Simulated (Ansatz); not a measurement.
One change: `FC[SiH](F)[AlH2]` becomes `F[SiH](F)[AlH2]`.

Ansatz, PBE0-D4/def2-TZVP geometries, multiplicity 1. Each molecule was computed in one conformer, which needn't be the lowest.

```
                                          property  `FC[SiH](F)[AlH2]`
             LUMO energy (ωB97M-V/def2-TZVPP) / eV               -0.82
               HOMO energy (B3LYP/def2-TZVPP) / eV               -7.46
                 LUMO energy (PBE/def2-TZVPP) / eV               -3.19
  size of the dipole moment (B3LYP/def2-TZVPP) / D                2.48
               LUMO energy (B3LYP/def2-TZVPP) / eV               -2.65
size of the dipole moment (ωB97M-V/def2-TZVPP) / D                2.50
```

(1) What does the change do to each property? (Estimate.)

Answers

(1) Ansatz gave: 
```
                                          property  `F[SiH](F)[AlH2]`  shift
             LUMO energy (ωB97M-V/def2-TZVPP) / eV              -0.85  -0.03
               HOMO energy (B3LYP/def2-TZVPP) / eV              -7.66  -0.20
                 LUMO energy (PBE/def2-TZVPP) / eV              -3.29  -0.10
  size of the dipole moment (B3LYP/def2-TZVPP) / D               1.84  -0.64
               LUMO energy (B3LYP/def2-TZVPP) / eV              -2.72  -0.07
size of the dipole moment (ωB97M-V/def2-TZVPP) / D               1.85  -0.65
```

With PBE0 the HOMO falls by 0.19 eV and the LUMO falls by 0.06 eV, so the gap widens by about 0.13 eV. PBE moves the HOMO by -0.19 eV and ωB97M-V by -0.19 eV. The zero-point energy changes by -70.6 kJ/mol with -9 modes. Dipoles are sizes alone; their direction can turn.

B3LYP here is the variant with VWN-RPA as its local correlation; programs differ in this.
